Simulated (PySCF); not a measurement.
C₃H₇In, SMILES C=[CH][InH][CH3].

Geometry: r2SCAN-D4/def2-SVP. The structure was generated by enumeration; whether it is a known compound was not checked. The def2 effective core potentials stand for the cores of In; spin–orbit coupling is left out. Other conformers were not sampled.

These are r2SCAN-D4/def2-SVP (PySCF 2.14.0) values and carry that method's errors.

Frequencies are harmonic and unscaled.

**Question.** Estimate the vibrational spectrum. (Estimate from the structure and the level; the computed values follow.)

**Answer.** 
```json
[
 {"mode": "1", "ν (cm⁻¹)": "4", "IR (km/mol)": "0.1", "moving atoms (share of kinetic energy)": "H 94 %"},
 {"mode": "2", "ν (cm⁻¹)": "62", "IR (km/mol)": "0.0", "moving atoms (share of kinetic energy)": "C 60 %, H 37 %"},
 {"mode": "3", "ν (cm⁻¹)": "84", "IR (km/mol)": "1.4", "moving atoms (share of kinetic energy)": "C 55 %, H 27 %, In 17 %"},
 {"mode": "4", "ν (cm⁻¹)": "239", "IR (km/mol)": "3.0", "moving atoms (share of kinetic energy)": "C 65 %, H 28 %"},
 {"mode": "5", "ν (cm⁻¹)": "358", "IR (km/mol)": "21.0", "moving atoms (share of kinetic energy)": "H 98 %"},
 {"mode": "6", "ν (cm⁻¹)": "420", "IR (km/mol)": "32.8", "moving atoms (share of kinetic energy)": "H 74 %, C 24 %"},
 {"mode": "7", "ν (cm⁻¹)": "435", "IR (km/mol)": "138.9", "moving atoms (share of kinetic energy)": "H 61 %, C 29 %, In 10 %"},
 {"mode": "8", "ν (cm⁻¹)": "487", "IR (km/mol)": "43.1", "moving atoms (share of kinetic energy)": "C 69 %, H 21 %, In 10 %"},
 {"mode": "9", "ν (cm⁻¹)": "542", "IR (km/mol)": "15.4", "moving atoms (share of kinetic energy)": "H 49 %, C 46 %"},
 {"mode": "10", "ν (cm⁻¹)": "662", "IR (km/mol)": "58.8", "moving atoms (share of kinetic energy)": "H 82 %, C 17 %"},
 {"mode": "11", "ν (cm⁻¹)": "717", "IR (km/mol)": "78.0", "moving atoms (share of kinetic energy)": "H 83 %, C 17 %"},
 {"mode": "12", "ν (cm⁻¹)": "974", "IR (km/mol)": "32.3", "moving atoms (share of kinetic energy)": "H 72 %, C 28 %"},
 {"mode": "13", "ν (cm⁻¹)": "985", "IR (km/mol)": "12.7", "moving atoms (share of kinetic energy)": "H 89 %, C 11 %"},
 {"mode": "14", "ν (cm⁻¹)": "1052", "IR (km/mol)": "11.3", "moving atoms (share of kinetic energy)": "H 93 %"},
 {"mode": "15", "ν (cm⁻¹)": "1169", "IR (km/mol)": "1.0", "moving atoms (share of kinetic energy)": "H 82 %, C 18 %"},
 {"mode": "16", "ν (cm⁻¹)": "1249", "IR (km/mol)": "11.8", "moving atoms (share of kinetic energy)": "H 72 %, C 28 %"},
 {"mode": "17", "ν (cm⁻¹)": "1408", "IR (km/mol)": "12.9", "moving atoms (share of kinetic energy)": "H 81 %, C 19 %"},
 {"mode": "18", "ν (cm⁻¹)": "1427", "IR (km/mol)": "0.6", "moving atoms (share of kinetic energy)": "H 95 %"},
 {"mode": "19", "ν (cm⁻¹)": "1430", "IR (km/mol)": "1.8", "moving atoms (share of kinetic energy)": "H 95 %"},
 {"mode": "20", "ν (cm⁻¹)": "1632", "IR (km/mol)": "15.1", "moving atoms (share of kinetic energy)": "C 82 %, H 18 %"},
 {"mode": "21", "ν (cm⁻¹)": "1746", "IR (km/mol)": "233.6", "moving atoms (share of kinetic energy)": "H 99 %"},
 {"mode": "22", "ν (cm⁻¹)": "3039", "IR (km/mol)": "9.9", "moving atoms (share of kinetic energy)": "H 97 %"},
 {"mode": "23", "ν (cm⁻¹)": "3082", "IR (km/mol)": "36.6", "moving atoms (share of kinetic energy)": "H 95 %"},
 {"mode": "24", "ν (cm⁻¹)": "3119", "IR (km/mol)": "16.7", "moving atoms (share of kinetic energy)": "H 92 %, C 8 %"},
 {"mode": "25", "ν (cm⁻¹)": "3145", "IR (km/mol)": "4.6", "moving atoms (share of kinetic energy)": "H 91 %, C 9 %"},
 {"mode": "26", "ν (cm⁻¹)": "3165", "IR (km/mol)": "5.7", "moving atoms (share of kinetic energy)": "H 90 %, C 10 %"},
 {"mode": "27", "ν (cm⁻¹)": "3176", "IR (km/mol)": "15.2", "moving atoms (share of kinetic energy)": "H 90 %, C 10 %"}
]
```
